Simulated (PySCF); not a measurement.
# Sb²⁺: excitation energy

Sb²⁺ [Kr] 4d10 5s2 5p1 (2P) → Sb²⁺ [Kr] 4d10 5s1 5p2 (4P), as a difference of total energies. Computed with PySCF 2.14 in x2c-QZVPPall (13s9p7d4f1g, 112 functions), with the spin-free X2C one-electron Hamiltonian (Gaussian nucleus). Correlated levels: valence: [Kr] 4d10 frozen. The calculations carry no spin-orbit coupling.

| method | excitation energy (eV) |
| --- | --- |
| UHF | 5.573 |
| MP2 (valence) | 6.346 |
| SCS-MP2 (valence) | 6.630 |
| CCSD (valence) | 6.558 |
| CCSD(T) (valence) | 6.574 |

Problem. How much does correlation contribute at CCSD(T) (valence)?

Solution. 6.574 − (5.573) = 1.001 eV, measured against UHF.

A first-order spin-orbit estimate (lowest level to lowest level, LS coupling) adds 0.053 eV.
